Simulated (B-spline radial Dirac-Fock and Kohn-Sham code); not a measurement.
## Dipole and non-dipole photoemission parameters of Pd³⁺ 4p1/2

System: Pd³⁺, configuration 1s2 2s2 2p6 3s2 3p6 3d10 4s2 4p6 4d7; threshold 102.8 eV (orbital energy of the model). Calculated with a radial B-spline solver, using Dirac-Hartree-Slater photoionisation with a Latter tail; cross sections with all multipoles, angular parameters from the dipole term and its interference with E2.

Input of the calculation (task.json; shells as n, l, electrons):

```json
{"items": [{
  "Z": 46,
  "q": 3,
  "cfg": [[1, 0, 2], [2, 0, 2], [2, 1, 6], [3, 0, 2], [3, 1, 6], [3, 2, 10], [4, 0, 2], [4, 1, 6], [4, 2, 7]],
  "A": 106,
  "rrms": 4.5318,
  "do": "xps",
  "hv": [60, 61.6, 75.9, 78.3, 80, 87.1, 93.1, 133.0, 150, 174.0, 195.0, 200, 237.0, 286.0, 400, 500.0, 800, 945.0, 1486.9, 2050.0, 2920.0, 3030.0, 4180.0, 4830.0, 8110.0, 8400.0, 9580.0, 11500.0, 12000, 13200.0]
}]}
```

Command: `python xray2_run.py task.json out`

For linearly polarised light dσ/dΩ = σ/(4π) [1 + β P₂(cos θ) + (δ + γ cos²θ) sin θ cos φ], with θ from the polarisation vector and φ the angle between the beam and the projection of the electron momentum on the plane normal to the polarisation.

```
hν (eV)  σ (kb)       β       γ       δ
    133     130  -0.285   0.165  -0.029
    150     121  -0.114  -0.038   0.011
    174     115   0.248  -0.074   0.035
    195     111   0.517  -0.013   0.039
    200     110   0.572   0.004   0.039
    237       ?       ?       ?       ?
    286    90.6   1.136   0.199   0.022
    400    66.6   1.427   0.212   0.009
    500    51.6   1.542   0.158   0.003
    800    26.5   1.662   0.019   0.000
    945    20.3   1.679  -0.011  -0.001
 1486.9    9.11   1.676   0.006   0.000
   2050    4.84   1.642   0.113   0.002
   2920    2.27   1.581   0.316   0.007
   3030    2.09   1.574   0.342   0.008
   4180   0.987   1.498   0.596   0.019
   4830   0.692   1.458   0.724   0.025
   8110   0.179   1.293   1.225   0.065
   8400   0.162   1.280   1.260   0.069
   9580   0.113   1.233   1.391   0.084
  11500  0.0670   1.164   1.573   0.109
  12000  0.0593   1.147   1.616   0.116
  13200  0.0449   1.110   1.711   0.131
```

Question: Give the values at 237 eV.

Answer: σ = 102 kb, β = 0.883, γ = 0.118, δ = 0.032.
